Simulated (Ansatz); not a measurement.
`FCC#CC(F)F` + CH₄ → `CC#CC(F)F` + `CF` at 600 K and 1 bar (formal exchange of groups at a C–C bond).

Program: Ansatz. Geometries: PBE0-D4/def2-TZVP. ΔE: electronic, gas phase. CCSD(T)/CBS adds triple-zeta CCSD(T) − MP2 to the extrapolated MP2 energy (def2 sets, frozen cores). This one scheme is used for every species.

```json
{"species": "`FCC#CC(F)F`", "CCSD(T)/CBS energy (Eh)": "-453.29938", "H − E (kJ/mol)": "226.9", "S (J/(mol·K))": "453.0"}
{"species": "CH₄", "CCSD(T)/CBS energy (Eh)": "-40.46206", "H − E (kJ/mol)": "140.4", "S (J/(mol·K))": "215.7"}
{"species": "`CC#CC(F)F`", "CCSD(T)/CBS energy (Eh)": "-354.12858", "H − E (kJ/mol)": "241.0", "S (J/(mol·K))": "435.3"}
{"species": "`CF`", "CCSD(T)/CBS energy (Eh)": "-139.63461", "H − E (kJ/mol)": "127.6", "S (J/(mol·K))": "254.6"}
```

H − E and S are ideal-gas, rigid-rotor, harmonic terms from PBE0-D4/def2-TZVP, for one conformer and one mirror image of each species. 1 Eh = 2625.50 kJ/mol, R = 8.31446 J/(mol·K).

Q: By hand: ΔE, ΔH, ΔS and ΔG.

A: ΔE = (-354.12858) + (-139.63461) − (-453.29938) − (-40.46206) = -0.00175 Eh = -4.6 kJ/mol. Δ(H − E) = 241.0 + 127.6 − 226.9 − 140.4 = 1.3, so ΔH = -3.3 kJ/mol. ΔS = 435.3 + 254.6 − 453.0 − 215.7 = 21.2 J/(mol·K). ΔG = -3.3 − 600 × (21.2)/1000 = -16.0 kJ/mol.

Q: By hand: the equilibrium constant, and the temperature at which ΔG would vanish if ΔH and ΔS stayed fixed.

A: log₁₀ K = −ΔG/(RT ln 10) = 1.4. ΔH and −TΔS have one sign here, so there is no such temperature.

TΔS isn't small against ΔH here. A doubt of 5 kJ/mol in ΔE shifts log₁₀ K by 0.4 here. Other conformers and mirror images would add mixing entropy, several J/(mol·K) or more a flexible species. Modes under 60 cm⁻¹, often nearly free rotors, make the harmonic entropy too high. These are equilibria of isolated gas molecules and say nothing of rates. Largest T1 diagnostic: 0.012 (customary marks: 0.02 for closed shells, 0.045 for open ones).
